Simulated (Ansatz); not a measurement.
C2H9NOSi can be A, `CN[SiH2]OC`, or B, `CC(O)N[SiH3]`.

Gas-phase electronic energies from Ansatz, PBE0-D4/def2-TZVP geometries. CCSD(T)/CBS is the MP2 limit (def2-TZVPP, def2-QZVPP) plus CCSD(T) − MP2 in def2-TZVPP, frozen cores. DFT in def2-TZVPP. B3LYP here is the variant with VWN-RPA as its local correlation; programs differ in this. One conformer a species, not always the lowest.

(1) Which isomer does CCSD(T)/CBS put lower? Give the gap. (Estimate.)

(2) Give E(B) − E(A) in kJ/mol with CCSD/def2-TZVPP, PBE-D4, MP2/def2-TZVPP, PBE0-D4, ωB97M-V, CCSD(T)/def2-TZVPP, B3LYP. (An estimate is asked.)

Largest T1 diagnostic: 0.011.

## Answers

(1) The calculation gave: A, by 93.2 kJ/mol.

(2) The calculation gave: CCSD/def2-TZVPP 94.0, PBE-D4 86.1, MP2/def2-TZVPP 93.9, PBE0-D4 88.0, ωB97M-V 93.2, CCSD(T)/def2-TZVPP 91.8, B3LYP 99.3. None reverses the order clearly.

In def2-TZVPP, CCSD(T) changes the Hartree–Fock value by −13.2 kJ/mol (the triples alone add −2.1 kJ/mol) and MP2 by −11.1 kJ/mol.
